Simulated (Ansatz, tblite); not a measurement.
Removing and adding an electron: Ge24PH34. The state is a doublet with charge 0. Geometry: PBE-D4/def2-SVP. Ansatz, gas phase; energy differences of separate SCF runs; the oxidised species was run as a singlet alone; the reduced species was run as a singlet alone.

Cartesian coordinates in Å:
```
Ge -1.299 2.046 -1.924
Ge -3.403 3.775 2.704
Ge 2.308 0.743 -2.775
Ge 0.136 2.651 1.347
Ge -0.696 -1.609 -3.225
Ge -2.799 0.317 0.884
Ge 2.894 -2.791 -4.620
Ge 4.437 -2.061 -1.068
Ge 1.203 -4.594 -1.552
Ge 2.130 -0.405 2.917
Ge -0.609 -2.581 2.499
Ge -1.329 0.802 4.495
Ge 0.869 2.727 -2.819
Ge -2.267 0.271 -3.295
Ge 1.370 -0.901 -4.316
Ge -1.349 4.575 1.651
Ge -4.394 2.153 1.169
P -0.690 0.895 0.025
Ge -2.866 2.681 4.829
Ge 2.766 -0.313 -0.597
Ge 0.752 1.553 3.443
Ge -0.189 -2.626 -1.039
Ge -2.287 -0.856 2.968
Ge 3.350 -3.790 -2.431
Ge 1.256 -1.767 0.918
H -2.272 3.236 -1.647
H -4.387 4.959 2.961
H 3.730 1.174 -3.270
H 1.428 3.083 0.584
H -1.334 -2.793 -4.027
H -3.335 -0.703 -0.170
H 4.210 -2.287 -5.285
H 2.239 -3.830 -5.578
H 5.648 -1.503 -1.880
H 4.985 -2.671 0.256
H 0.547 -5.497 -2.643
H 1.421 -5.460 -0.277
H 3.615 0.004 2.677
H 2.104 -1.372 4.142
H -1.278 -3.871 1.930
H 0.092 -2.970 3.839
H -1.012 0.133 5.869
H 0.719 3.193 -4.298
H 1.463 3.909 -2.001
H -2.401 0.746 -4.772
H -3.684 -0.118 -2.786
H 1.030 -0.209 -5.674
H -1.660 5.240 0.279
H -0.634 5.630 2.547
H -4.705 2.818 -0.204
H -5.726 1.582 1.740
H -2.218 3.721 5.792
H -4.180 2.174 5.495
H 3.403 0.806 0.296
H 1.515 2.548 4.373
H -1.566 -3.087 -0.452
H -3.588 -1.474 3.569
H 4.321 -4.996 -2.627
H 2.218 -3.013 1.051
```

The xTB rows come from tblite. B3LYP takes the VWN-RPA correlation. Single mean-field runs in def2-SVP are fitted with def2-universal-jkfit.

| level | −HOMO (eV) | vertical IE (eV) | −LUMO (eV) | vertical EA (eV) | HOMO–LUMO gap (eV) | IE − EA (eV) |
| --- | --- | --- | --- | --- | --- | --- |
| GFN1-xTB | – | 11.72 | – | 9.32 | – | 2.40 |
| GFN2-xTB | – | 10.19 | – | 7.40 | – | 2.79 |
| PBE-D4/def2-SVP | 4.33 | 5.91 | 4.01 | 2.60 | 0.32 | 3.31 |
| B3LYP-D4/def2-SVP | 4.91 | 6.08 | 3.64 | 2.70 | 1.28 | 3.37 |
| PBE0-D4/def2-SVP | 5.07 | 6.06 | 3.47 | 2.63 | 1.60 | 3.43 |

   HOMO and LUMO are the levels of the spin that leaves or enters (xTB has no such levels and no spin-polarisation term). Other spin states of the ions may lie lower, which would lower the ionisation energy or raise the affinity. Raw xTB energy differences between charge states are shifted by several eV; the methods need an empirical correction for them. Sets without diffuse functions give affinities that are too small.
